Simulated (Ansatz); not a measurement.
ClH2SbTe2, SMILES [Cl][Sb]([TeH])[TeH]. Atoms are numbered in the order given.

```xyz
6

Sb     0.7141     0.8825     0.0000
Cl    -1.0795     2.4779     0.0000
Te    -0.1374    -0.8623    -1.9728
H      0.5827     0.1113    -3.1173
Te    -0.1374    -0.8623     1.9728
H      0.5827     0.1113     3.1173
```
Charge 0, spin multiplicity 1.

Coordinates come from a PBE0-D3(BJ)/def2-SVP optimisation. The structure was generated by enumeration; whether it is a known compound was not checked. The def2 effective core potentials stand for the cores of Sb, Te; spin–orbit coupling is left out.

Two levels are set side by side: PBE-D3(BJ)/def2-SVP (Ansatz, a quantum-chemistry and plane-wave program) and PBE0-D3(BJ)/def2-SVP (Ansatz). Each level has its own optimised geometry; the coordinates shown are those of the second. Differences are taken from unrounded values.

```json
[
 {"quantity": "mean bond length (Å)", "PBE0-D3(BJ)": "2.254", "PBE-D3(BJ)": "2.279", "PBE-D3(BJ) minus PBE0-D3(BJ)": "0.026"},
 {"quantity": "bond Sb1–Cl2 (Å)", "PBE0-D3(BJ)": "2.400", "PBE-D3(BJ)": "2.429", "PBE-D3(BJ) minus PBE0-D3(BJ)": "0.028"},
 {"quantity": "bond Sb1–Te3 (Å)", "PBE0-D3(BJ)": "2.768", "PBE-D3(BJ)": "2.801", "PBE-D3(BJ) minus PBE0-D3(BJ)": "0.033"},
 {"quantity": "bond Sb1–Te5 (Å)", "PBE0-D3(BJ)": "2.768", "PBE-D3(BJ)": "2.801", "PBE-D3(BJ) minus PBE0-D3(BJ)": "0.033"},
 {"quantity": "bond Te3–H4 (Å)", "PBE0-D3(BJ)": "1.666", "PBE-D3(BJ)": "1.683", "PBE-D3(BJ) minus PBE0-D3(BJ)": "0.017"},
 {"quantity": "bond Te5–H6 (Å)", "PBE0-D3(BJ)": "1.666", "PBE-D3(BJ)": "1.683", "PBE-D3(BJ) minus PBE0-D3(BJ)": "0.017"}
]
```

GGA bonds tend to be longer and softer than those of functionals with exact exchange. Differences between two approximate levels are no errors against the true value.
